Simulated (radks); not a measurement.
Fe5+, configuration [Ar] 3d3.

All-electron calculation, Dirac Kohn-Sham, BLYP, spin-unpolarised, spherical densities, finite nucleus; open shells fill j = l - 1/2 first; Fermi nuclear charge, rms radius 3.7377 fm. Program: a radial shooting solver on a logarithmic mesh with Libxc functionals.

Energy parts (eV):
total: -34448.163
kinetic: 34936.019
electron-nucleus: -80642.752
Hartree: 12711.164
exchange-correlation: -1452.594

Orbitals (lengths in bohr, moments of r in powers of bohr):
orbital	occ.	eigenvalue (eV)	<r^4>	small-component weight
1s1/2	2	-7086.154	0.00005432	8.75e-03
2s1/2	2	-907.9871	0.01233	1.61e-03
2p1/2	2	-795.1627	0.009162	1.59e-03
2p3/2	4	-782.6789	0.009567	1.57e-03
3s1/2	2	-175.4945	0.7838	3.75e-04
3p1/2	2	-141.9120	0.9623	3.41e-04
3p3/2	4	-140.1931	0.9976	3.36e-04
3d3/2	3	-85.8681	1.682	2.57e-04
3d5/2	0	-85.6460	1.699	2.56e-04

The highest occupied level is 3d3/2 at -85.868 eV. Summed over all electrons, <r^2> = 9.367 bohr^2, which gives a Langevin (diamagnetic) susceptibility term of -7.42 x 10^-6 cm^3/mol.
